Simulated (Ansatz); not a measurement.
System: ZrO, charge 0, singlet. ZrO (SMILES [O]=[Zr]).
B3LYP-D3(BJ)/def2-TZVP minimum from Ansatz (a first-principles code):
```
Zr
O 1 1.7178
```

Total energies in hartree (Ansatz). UHF or UKS for unpaired electrons; spin-orbit terms are left out. Cores are frozen in correlated methods (noble-gas shells, and filled d and f shells in the p block). Past Kr the def2 sets carry scalar-relativistic core potentials. The T1 diagnostic of OZr ([O]=[Zr], singlet) reaches 0.035 in the sets run. The restricted determinant of OZr ([O]=[Zr], singlet) is unstable towards broken spin symmetry in at least one set run.

```csv
species,HF/def2-TZVPP,CCSD(T)/def2-TZVPP,HF/def2-QZVPP,CCSD(T)/def2-QZVPP,CCSDT(Q)/def2-QZVPP
1: ZrO (SMILES [Zr]=[O]),-121.39167,-121.76067,-121.39752,-121.78638,-121.78708
2: Zr (triplet),-46.44455,-46.50457,-46.44570,-46.50722,-46.50850
3: O (triplet),-74.81563,-74.97674,-74.81863,-74.99407,-74.99447
```

Q: Work out the atomisation energy (electronic, to ground-state atoms) in kcal/mol: take Hartree-Fock from def2-QZVPP, extrapolate the CCSD(T) correlation energy as X^-3 (X = 3, 4), and add CCSDT(Q) - CCSD(T) in def2-QZVPP. 1 hartree = 627.51 kcal/mol.

A: 
Species 1: correlation (64·(-0.38886) - 27·(-0.36900))/37 = -0.40335; step -0.00070; E1 = -121.39752 + (-0.40335) + (-0.00070) = -121.80157
Species 2: correlation (64·(-0.06152) - 27·(-0.06002))/37 = -0.06261; step -0.00128; E2 = -46.44570 + (-0.06261) + (-0.00128) = -46.50959
Species 3: correlation (64·(-0.17544) - 27·(-0.16111))/37 = -0.18590; step -0.00040; E3 = -74.81863 + (-0.18590) + (-0.00040) = -75.00493
-1·E1 +1·E2 +1·E3 = 0.28705 hartree = 180.1 kcal/mol.
